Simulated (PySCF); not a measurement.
# Dipole response of Hg⁺ (mercury, charge +1)

[Xe] 4f14 5d9 6s1 6p1, one real determinant (an excited configuration). Computed with PySCF 2.14 in def2-TZVPPD with the def2 core potential (60 electrons) (6s6p3d2f1g, 62 functions), with a scalar-relativistic core potential. Coupled (time-dependent) response in atomic units; α is the mean over directions.

```
   method  mean α (bohr³)         α xx, yy, zz  C₆ (like pair)  S(−4)
CAM-B3LYP           22.95  20.52, 20.52, 27.80           185.1  174.9
```

S(−4) is the Cauchy moment in α(ω) = α(0) + S(−4) ω² + …

Spin-orbit coupling is absent.

α(iu) at CAM-B3LYP:

| u (hartree) | α(iu) (bohr³) |
| --- | --- |
| 0 | 22.95 |
| 0.0500 | 22.52 |
| 0.100 | 21.37 |
| 0.200 | 18.03 |
| 0.300 | 14.73 |
| 0.500 | 10.10 |
| 0.750 | 7.006 |
| 1.00 | 5.316 |
| 1.50 | 3.510 |
| 2.00 | 2.521 |
| 3.00 | 1.465 |
| 5.00 | 0.6510 |

For an ion, C₆ is the dispersion term alone; charge-induced terms of lower order in 1/R come first.

The components differ because the open shell of this determinant is not spherical; for a pure term their mean is the scalar polarisability.

⟨L²⟩ = 8.01 against 12 for a pure F term, so this real determinant mixes terms. Energies and moments cover only the electrons outside the core potential. Spin-orbit coupling, absent here, splits the open shell strongly.
